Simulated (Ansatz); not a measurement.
Harmonic frequencies (cm⁻¹) at PBE0-D4/def2-TZVP from Ansatz: 51, 116, 158, 469, 589, 700, 718, 751, 790, 826, 943, 946, 959, 1025, 1123, 1364, 1791, 2246, 2252, 2293, 3566.

Each molecule was computed in one conformer, which needn't be the lowest.

(1) Which molecule is it?
A. `O/C(F)=N/[SiH3]`
B. `OC1(F)N[SiH2]1`
C. `N=C(F)O[SiH3]`
D. `O[SiH2]/N=C/F`

## Answers

(1) C.
